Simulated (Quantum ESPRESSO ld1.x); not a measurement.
Results of a calculation; reference values are marked as such.
Q: Ar3+, configuration [Ne] 3s2 3p2.5 4p0.5 (fractional occupations, a model configuration). Level of theory: Dirac Kohn-Sham, relativistic LDA (MacDonald-Vosko exchange, VWN5 correlation), spin-unpolarised, spherical densities, point nucleus; open shells fill j = l - 1/2 first (ld1.x of Quantum ESPRESSO 7.5). Some entries of the table are withheld. Estimate them.

orbital  occ.  eigenvalue (hartree)  <1/r> (bohr^-1)
1s1/2       2                   (1)            17.63
2s1/2       2              -12.8091            3.553
2p1/2       2              -10.4548              (2)
2p3/2       4              -10.3725              (3)
3s1/2       2                   (4)            1.095
3p1/2       2              -1.96803              (5)
3p3/2     0.5              -1.95834              (6)
4p1/2     0.5              -0.71504           0.3993
4p3/2       0              -0.71300           0.3979

A: 
(1) 1s1/2 eigenvalue (hartree): -116.105
(2) 2p1/2 <1/r> (bohr^-1): 3.479
(3) 2p3/2 <1/r> (bohr^-1): 3.449
(4) 3s1/2 eigenvalue (hartree): -2.53560
(5) 3p1/2 <1/r> (bohr^-1): 0.9979
(6) 3p3/2 <1/r> (bohr^-1): 0.9926
